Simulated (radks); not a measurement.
Ca III, configuration [Ne] 3s2 3p5.75 4s0.25 (fractional occupations, a model configuration). All-electron calculation, scalar-relativistic Kohn-Sham, exchange-only LDA, spin-unpolarised, spherical densities, point nucleus. Program: a radial shooting solver on a logarithmic mesh with Libxc functionals.

Radial electron density D(r) = 4 pi r^2 rho(r):

```
   r/bohr * D(r) (the largest magnitude, 24.5, reaches the edge; | marks zero)
  0.00967 |         *
  0.01108 |           *
  0.01269 |              *
  0.01454 |                 *
  0.01653 |                     *
  0.01894 |                         *
  0.02169 |                             *
  0.02485 |                                  *
  0.02848 |                                       *
  0.03262 |                                           *
  0.03738 |                                               *
  0.04282 |                                                  *
  0.04906 |                                                    *
  0.05576 |                                                    *
  0.06388 |                                                  *
  0.07319 |                                                *
  0.08385 |                                            *
  0.09607 |                                         *
   0.1101 |                                      *
   0.1261 |                                     *
   0.1445 |                                       *
   0.1655 |                                           *
   0.1881 |                                               *
   0.2155 |                                                    *
   0.2469 |                                                      *
   0.2829 |                                                     *
   0.3241 |                                                *
   0.3713 |                                       *
   0.4254 |                              *
   0.4874 |                     *
   0.5584 |               *
   0.6346 |             *
   0.7271 |             *
    0.833 |               *
   0.9543 |                *
    1.093 |                *
    1.253 |             *
    1.435 |          *
    1.644 |       *
    1.884 |   *
    2.141 | *
    2.453 |*
     2.81 |*
     3.22 *
    3.689 *
    4.226 *
    4.842 *
    5.547 *
    6.355 *
    7.223 *
    8.275 *
```

D(r) has 3 maxima, at r = 0.0527, 0.255, 1.00 bohr, and minima at 0.123, 0.666 bohr, inside which lie 2.15, 10.37 electrons.
